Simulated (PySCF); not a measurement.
**Partial charges of `FC1=C(C(F)F)[C@@H]2C=C[C@H]1O2`**

Species: C₇H₅F₃O.
Numbering: `[F:1][C:2]1=[C:3]([CH:4]([F:5])[F:6])[C@@H:7]2[CH:8]=[CH:9][C@H:10]1[O:11]2` (hydrogens: H12 on C4; H13 on C7; H14 on C8; H15 on C9; H16 on C10)

Density: PBE0/pcSseg-1 (PySCF); schemes: Mulliken, IAO, Hirshfeld and ESP-fitted. Isolated species at its PBE0-D3(BJ)/def2-SVP geometry (one conformer only).

**Question.** Do the Mulliken, IAO, Hirshfeld and ESP-fitted schemes agree on where the charge is lowest?

**Answer.** All schemes agree: Mulliken O11 (-0.408); IAO O11 (-0.378); Hirshfeld O11 (-0.147); ESP-fitted O11 (-0.425).

**Question.** Which atoms carry the highest charge in the Mulliken, IAO, Hirshfeld and ESP-fitted schemes?

**Answer.** All schemes agree: Mulliken C4 (+0.659); IAO C4 (+0.440); Hirshfeld C4 (+0.142); ESP-fitted C4 (+0.345).

**Question.** For which atoms does the sign change between the 4 schemes (beyond +0.03 e in one, beyond −0.03 e in another)?

**Answer.** For none.

**Question.** Give the atomic charges in each scheme.

**Answer.** In e:

```
atom                      environment  Mulliken     IAO  Hirshfeld  ESP-fitted
  F1                   vinyl fluorine    -0.234  -0.232     -0.059      -0.134
  C2               vinylic C–F carbon    +0.406  +0.298     +0.090      +0.184
  C3  fully substituted alkene carbon    -0.348  -0.130     -0.073      -0.276
  C4                      CHF2 carbon    +0.659  +0.440     +0.142      +0.345
  F5          fluorine of a CF2 group    -0.305  -0.307     -0.112      -0.204
  F6          fluorine of a CF2 group    -0.300  -0.302     -0.110      -0.220
  C7       sp3 carbon bound to oxygen    +0.054  +0.077     +0.045      +0.279
  C8                 alkene CH carbon    -0.019  -0.156     -0.052      -0.294
  C9                 alkene CH carbon    -0.062  -0.177     -0.062      -0.197
 C10       sp3 carbon bound to oxygen    -0.004  +0.049     +0.037      +0.222
 O11              cyclic ether oxygen    -0.408  -0.378     -0.147      -0.425
 H12                 methine hydrogen    +0.098  +0.151     +0.053      +0.116
 H13                 methine hydrogen    +0.119  +0.168     +0.060      +0.140
 H14                 vinylic hydrogen    +0.110  +0.168     +0.064      +0.196
 H15                 vinylic hydrogen    +0.107  +0.165     +0.061      +0.158
 H16                 methine hydrogen    +0.127  +0.167     +0.062      +0.111
```

Mean size of the charges over all atoms: ESP-fitted 0.219 e, IAO 0.210 e, Mulliken 0.210 e, Hirshfeld 0.077 e. Each set sums to the total charge, 0, to within 0.001 e. The IAO scheme counts the electrons in orthogonalised intrinsic atomic orbitals, a minimal basis polarised so that it spans the occupied orbitals exactly. The ESP scheme is a least-squares fit of atom-centred charges to the potential on four shells outside the van der Waals surface, with the total charge fixed.

**Question.** Sum the charges by element, for elements with more than one atom.

**Answer.** 
| element | atoms | Mulliken | IAO | Hirshfeld | ESP-fitted |
| --- | --- | --- | --- | --- | --- |
| F | 3 | -0.839 | -0.841 | -0.280 | -0.558 |
| C | 7 | +0.686 | +0.401 | +0.127 | +0.263 |
| H | 5 | +0.561 | +0.818 | +0.300 | +0.720 |

**Question.** How closely do the schemes follow one another over all atoms?

**Answer.** Correlation coefficient and root-mean-square difference: IAO with Hirshfeld 0.99, 0.153 e; Hirshfeld with ESP-fitted 0.94, 0.158 e; Mulliken with IAO 0.94, 0.099 e; Mulliken with Hirshfeld 0.93, 0.199 e; IAO with ESP-fitted 0.90, 0.103 e; Mulliken with ESP-fitted 0.82, 0.155 e.

**Question.** How many electrons does the IAO scheme count on C9?

**Answer.** Z − q = 6 − (-0.177) = 6.177.

The values belong to the conformer `[F:1][C:2]1=[C:3]([CH:4]([F:5])[F:6])[C@@H:7]2[CH:8]=[CH:9][C@H:10]1[O:11]2`: C2–C3–C4–F5 -114°.
